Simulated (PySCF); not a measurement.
## Continuum solvent and chemical shifts

Structure with atom numbers: `[CH2:1]=[CH:2][CH2:3][C@@H:4]([CH3:5])[CH2:6][C:7]#[N:8]` (H(Xn): hydrogen on atom n). Ha(C1) is cis to C3; Ha(C3), Ha(C6) are pro-R; Hb(C3), Hb(C6) are pro-S; Hb(C1) is trans to C3.

GIAO PBE0/pcSseg-1 in PySCF 2.14.0 with density-fitted response routines on one PBE0-D3(BJ)/def2-SVP conformer, non-relativistic, equivalent nuclei averaged. Solvents enter as an IEF-PCM continuum (benzene with ε = 2.3, chloroform with ε = 4.7) around the gas-phase geometry. Shifts are referred to TMS computed in the same medium.

In benzene, δ in ppm: C2 146.8, C1 127.5, C7 126.3, C3 42.8, C4 32.2, C6 23.0, C5 21.6, H(C2) 5.92, Ha(C1) 5.71, Hb(C1) 5.52, Hb(C6) 2.55, Ha(C3) 2.16, Hb(C3) 2.10, Ha(C6) 2.03. Dipole moment 4.57 D.

(1) How does each δ change in the more polar medium?

(2) Which nuclei move most (in ppm), and what does the model miss?

## Answers

(1) 
```
 atoms                            environment  Δδ, chloroform
    C2                              alkene CH            +1.2
    C1                   terminal =CH2 carbon            -0.4
    C7                         nitrile carbon            +2.1
    C3                        allylic sp3 CH2            +0.4
    C4                                 sp3 CH            +0.1
    C6                 sp3 CH2 α to a nitrile            +0.2
    C5                          methyl carbon            +0.2
 H(C2)               hydrogen on an alkene CH           +0.08
Ha(C1)     hydrogen on a terminal =CH2 carbon           -0.03
Hb(C1)     hydrogen on a terminal =CH2 carbon            0.00
Hb(C6)  hydrogen on an sp3 CH2 α to a nitrile           +0.05
Ha(C3)         hydrogen on an allylic sp3 CH2           +0.05
Hb(C3)         hydrogen on an allylic sp3 CH2           -0.05
Ha(C6)  hydrogen on an sp3 CH2 α to a nitrile           +0.13
```

Changes are relative to benzene. The dipole moment becomes 4.95 D in chloroform.

(2) C7 (nitrile carbon, +2.1 ppm) in chloroform. A continuum only polarises the solute; specific hydrogen bonds, the anisotropy of aromatic solvents and changes of geometry or conformer are outside it.
